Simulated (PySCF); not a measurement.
A run for PySCF: R-HF/STO-3G on C2H9NO (a complex), monomers drawn apart or pushed together.

```python
from pyscf import gto, scf, dft, mp
from pyscf.data.elements import chemcore

mol = gto.M(
    atom='''
    N     0.49795289   -0.02044772    0.16661701
    H    -0.03699486    0.56946930   -0.46040895
    H     0.69134597   -0.88317748   -0.32899564
    H    -0.09862455   -0.24790276    0.95762319
    C    -0.31026280    1.16086914    3.09566613
    O    -0.43528388   -0.23501252    2.90228068
    C     0.73094685   -0.93412404    3.29285909
    H     0.51002081    1.57033539    2.49489261
    H    -0.13207003    1.39809428    4.15191656
    H    -1.24847995    1.61699703    2.78287197
    H     1.59729470   -0.61798204    2.70040992
    H     0.54591470   -1.99392600    3.12338876
    H     0.94855290   -0.77476683    4.35633416
    ''',
    basis='sto-3g',
    charge=0, spin=0, verbose=3, max_memory=1800)
mf = scf.RHF(mol)
mf.conv_tol = 1e-8
mf.max_cycle = 100
mf.kernel()
if not mf.converged:
    mf = mf.newton().run(mf.mo_coeff, mf.mo_occ)
```

It printed:

```
converged SCF energy = -207.589159820734
```

The run converged.

Cost: about 0.21 core-seconds (a rough figure).
